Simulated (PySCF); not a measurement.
## Dipole moment and polarisability of Sn(vinyl)Br3

Species: Sn(vinyl)Br3, C2H3Br3Sn.
Structure used (PBE0-D3(BJ)/def2-SVP), in Å, numbered top down from 1:
```xyz
9
C2H3Br3Sn angstrom
Sn    -0.1120    0.3000   -1.2396
C     -0.2150    0.3364    0.8801
C      0.2949   -0.6446    1.6245
H     -0.6974    1.2129    1.3267
H      0.7818   -1.5277    1.1977
H      0.2450   -0.6045    2.7191
Br     2.2324    0.2747   -2.0365
Br    -1.2073    2.2710   -2.2526
Br    -1.1896   -1.6877   -2.2451
```

Level: B3LYP/def2-SVPD (PySCF), static field, nuclei fixed, core orbitals frozen in the response. The polarisability tensor in these axes (au):

```
x   130.09  -3.74   5.03
y    -3.74 135.21  -8.32
z     5.03  -8.32 135.75
```

Task: Give the principal values, the mean and the anisotropy Δα = √{½[(α1 − α2)² + (α2 − α3)² + (α1 − α3)²]}.

Result: Principal values 126.61, 128.23 and 146.21 au; mean 133.68 au = 19.81 Å³ = 22.04 × 10⁻⁴⁰ C²·m²/J; Δα = 18.84 au (14 % of the mean).

Task: What is the dipole moment, and where does it point?

Result: (-0.04, -0.26, 3.36) D, 3.37 D in size, pointing from the negative to the positive side. Measured along this direction, the outermost atoms are Br8 at the negative end and H6 at the positive end.

Task: What molar refraction does this α imply?

Result: Lorentz–Lorenz: R = (4π/3)N_A α = 2.5225 cm³/(mol·Å³) × 19.81 Å³ = 50.0 cm³/mol, in the limit of long wavelengths.

Task: What would n − 1 = 2πNα be for an ideal gas of these molecules at 350 K and 1 atm, electronic part alone?

Result: N = p/kT = 2.0968 × 10¹⁹ cm⁻³, so n − 1 = 2π × N × 19.81 × 10⁻²⁴ cm³ = 2610 × 10⁻⁶ at long wavelengths.

Task: In a dilute gas of rigid molecules at 400 K, how does the orientational term μ²/3kT compare with the electronic polarisability?

Result: In Gaussian units μ²/3kT = 68.73 Å³ against 19.81 Å³, a ratio of 3.47; the Debye molar polarisation (4π/3)N_A(α + μ²/3kT) is 223.3 cm³/mol, leaving out the vibrational part.

Geometry: PBE0-D3(BJ)/def2-SVP, one conformer, isolated molecule. Atoms past krypton carry effective core potentials; spin–orbit coupling is left out. The calculation is non-relativistic apart from the core potentials, for bromine too.

These values come from a run that also computed excited states and ΔSCF ions. The run took 15 min wall, 13 min CPU (grids of density and orbitals included) on Intel Xeon at 2.50 GHz, one thread, shared host with 64 logical CPUs at a one-minute load of 58, and the process peaked at 1.3 GiB of memory.
